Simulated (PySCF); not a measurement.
# BI⁻ at B2PLYP

Computed with B2PLYP; PySCF, scalar-relativistic core potentials, basis sets B def2-SVPD, I def2-SVPD with ECP28.

For BI⁻, the state is ²Π (doublet), unpaired electrons π ↑. The bond length is 2.430 Å and the harmonic wavenumber is 293 cm⁻¹. The force constant is 0.512 mdyn/Å, the rotational constant Be is 0.2817 cm⁻¹ and the anharmonicity ωexe is 3.52 cm⁻¹. The vibration–rotation constant αe is 0.00445 cm⁻¹, the well depth De to B + I⁻ is 84 kJ/mol and the dissociation energy D0 is 83 kJ/mol. The bond order (Mayer) is 0.66 and the dipole moment (positive dipole points towards I; it is taken about the centre of mass and depends on that origin) is 5.11 D.

Correlated steps freeze 5 core orbitals. These are scalar-relativistic numbers at best; spin–orbit coupling would shift them, the dissociation energy most. For an ion De counts to the pair picked by the measured ionisation energies or electron affinities, which need not be the lowest pair at this level. B2PLYP dipoles, levels and charges come from its SCF part alone. The state is the lowest determinant that a PBE0 search found; another state may lie lower at other levels.
